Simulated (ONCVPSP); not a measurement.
C (Z = 6): excitation energies, all-electron against ONCV

- Element: carbon (C)
- Generator: ONCVPSP 4.0.1
- Type: optimised norm-conserving Vanderbilt (ONCV)
- Functional: PBEsol
- Relativity: scalar-relativistic
- Frozen core: [He]
- Valence charge: 4
- Reference configuration: 2s2 (charge +2)
- Partial waves: 2s: rc 1.15 bohr, ncon 4, nbas 8, qcut 6.6 1/bohr, 1 projector; p scattering state at 0.24 Ha: rc 1.05 bohr, ncon 4, nbas 9, qcut 7.6 1/bohr, 2 projectors, debl 3.9 Ha
- Local potential: polynomial inside 0.70 bohr (lpopt 4, dvloc0 0 Ha)
- Core correction: polynomial model core, fcfact 0.3

In the p channel the program set the typed energies aside and used 0.050, 3.950 Ha.

Energies are relative to the spin-unpolarised reference configuration 2s2; without spin polarisation the order of configurations can differ from experiment. Not all tests gave a result: 1 of 4 tests not solved or not reliable.

```tsv
valence configuration	charge	ΔE all-electron (eV)	error AE − PS (meV)
2s2 2p2	0	-34.807	+76
2s2 2p1	+1	-24.019	+38
2s1	+3	47.964	+41
```
